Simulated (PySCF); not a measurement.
Species: BrGeH4N.
Numbering: `[NH2:1][GeH2:2][Br:3]` (hydrogens: H4, H5 on N1; H6, H7 on Ge2)

Cartesian coordinates in Å at the PBE0-D3(BJ)/def2-SVP level; atoms count from 1:
```xyz
7
BrGeH4N angstrom
N     -1.178    0.238   -0.014
Ge     0.498   -0.462    0.001
Br     2.166    1.167   -0.012
H     -1.420    0.791    0.804
H     -1.413    0.769   -0.850
H      0.695   -1.280   -1.280
H      0.688   -1.247    1.302
```

Method: core-valence-separated Tamm–Dancoff BHandHLYP/aug-pcX-1 (pcseg-1 on H, def2-SVPD on Ge, def2-SVPD on Br) in PySCF, non-relativistic, gas phase, PBE0-D3(BJ)/def2-SVP geometry. No empirical shift is added; at this level the pattern usually sits a few eV under experiment.

The lowest roots of each edge with f over 0.003 (five at most, numbered afresh; weaker and dark ones are left out), with transition dipoles (au) in the frame of the coordinates:

```tsv
root	edge	E (eV)	f	μx	μy	μz
1	N	398.99	0.0157	0.0355	0.0187	-0.0001
2	N	399.66	0.0209	0.0435	-0.0155	0.0004
3	N	400.46	0.0369	-0.0002	0.0006	0.0613
4	N	400.65	0.0223	-0.0174	0.0444	-0.0003
5	N	401.42	0.0047	-0.0186	0.0116	-0.0003
```

Question: Molecules are fixed in this frame and the field points along y. What effective strengths 3 f cos²θ do the roots have (θ between field and μ)?

Answer: root 1 (N1): 0.010, root 2 (N1): 0.007, root 3 (N1): 0.000, root 4 (N1): 0.058, root 5 (N1): 0.004. Root 4 is the strongest. Averaged over all orientations cos²θ is 1/3, which gives f back.

 Relativistic effects, spin–orbit coupling among them, are left out although an element past zinc is present.

One conformer stands for the species.
